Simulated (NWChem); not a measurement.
System: C₄H₇F; SMILES FC1CCC1

Input file for NWChem:

```
start job
memory heap 200 mb stack 900 mb global 1100 mb
geometry units angstroms noautosym nocenter noautoz
  F     -0.009705     1.836527     0.000000
  C      0.470854     0.538433     0.000000
  C     -0.072797    -0.410089    -1.083992
  C     -0.091778    -1.525261     0.000000
  C     -0.072797    -0.410089     1.083992
  H      1.566584     0.587471     0.000000
  H      0.521272    -0.560815    -1.990307
  H     -1.087847    -0.107565    -1.361489
  H      0.831246    -2.113576     0.000000
  H     -0.942632    -2.211365     0.000000
  H     -1.087847    -0.107565     1.361489
  H      0.521272    -0.560815     1.990307
end
basis spherical
  * library 6-31g*
end
dft
  xc b3lyp
  iterations 150
end
cosmo
  do_cosmo_smd true
  solvent toluene
end
task dft energy
```

Geometry: optimised at B3LYP/6-31G* (spherical d). B3LYP is NWChem's, with the RPA form of VWN correlation. Solvent: toluene.

Level: B3LYP/6-31G* with SMD (1 M gas to 1 M solution), gas-phase geometry.

**Question.** Give the results of this calculation. (B3LYP/6-31G* (spherical d), SMD on the gas-phase geometry.) Quantities: solvation free energy (kcal/mol); cavity-dispersion-structure term (kcal/mol); dipole in solution (D).

**Answer.** The solvation free energy (kcal/mol) is -3.8 and the cavity-dispersion-structure term (kcal/mol) comes out as -2.2. The dipole in solution (D) is 1.87.
